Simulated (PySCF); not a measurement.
**Radial density of C (carbon, neutral)**

UHF, [He] 2s2 2p1 3d1, one real determinant (an excited configuration). Calculation: PySCF 2.14, in aug-cc-pCVTZ-DK; scalar relativity by spin-free X2C-1e.

```json
{"r (bohr)": "0.00499", "4πr²ρ (e/bohr)": "0.03895", "4πr²(ρα − ρβ)": "0.0000"}
{"r (bohr)": "0.00839", "4πr²ρ (e/bohr)": "0.1056", "4πr²(ρα − ρβ)": "0.0000"}
{"r (bohr)": "0.0141", "4πr²ρ (e/bohr)": "0.2755", "4πr²(ρα − ρβ)": "0.0000"}
{"r (bohr)": "0.0238", "4πr²ρ (e/bohr)": "0.6915", "4πr²(ρα − ρβ)": "0.0000"}
{"r (bohr)": "0.0399", "4πr²ρ (e/bohr)": "1.606", "4πr²(ρα − ρβ)": "0.0001"}
{"r (bohr)": "0.0672", "4πr²ρ (e/bohr)": "3.285", "4πr²(ρα − ρβ)": "0.0005"}
{"r (bohr)": "0.113", "4πr²ρ (e/bohr)": "5.404", "4πr²(ρα − ρβ)": "0.0039"}
{"r (bohr)": "0.190", "4πr²ρ (e/bohr)": "6.226", "4πr²(ρα − ρβ)": "0.0231"}
{"r (bohr)": "0.320", "4πr²ρ (e/bohr)": "4.033", "4πr²(ρα − ρβ)": "0.0987"}
{"r (bohr)": "0.538", "4πr²ρ (e/bohr)": "1.521", "4πr²(ρα − ρβ)": "0.3149"}
{"r (bohr)": "0.905", "4πr²ρ (e/bohr)": "1.841", "4πr²(ρα − ρβ)": "0.6039"}
{"r (bohr)": "1.52", "4πr²ρ (e/bohr)": "1.752", "4πr²(ρα − ρβ)": "0.5408"}
{"r (bohr)": "2.56", "4πr²ρ (e/bohr)": "0.5578", "4πr²(ρα − ρβ)": "0.2895"}
{"r (bohr)": "4.31", "4πr²ρ (e/bohr)": "0.3579", "4πr²(ρα − ρβ)": "0.3496"}
{"r (bohr)": "7.24", "4πr²ρ (e/bohr)": "0.008885", "4πr²(ρα − ρβ)": "0.0089"}
```

Densities and radii are taken from the X2C orbitals without a picture-change correction, which distorts them close to the nucleus.

⟨L²⟩ = 8.02 against 12 for a pure F term, so this real determinant mixes terms. The outer electron is Rydberg-like, and this basis confines it to a smaller radius and binds it less than a complete one would. At UHF the highest occupied level has a positive energy, so only the finite basis holds that electron; for this excited configuration the basis is too tight for the outer shell.
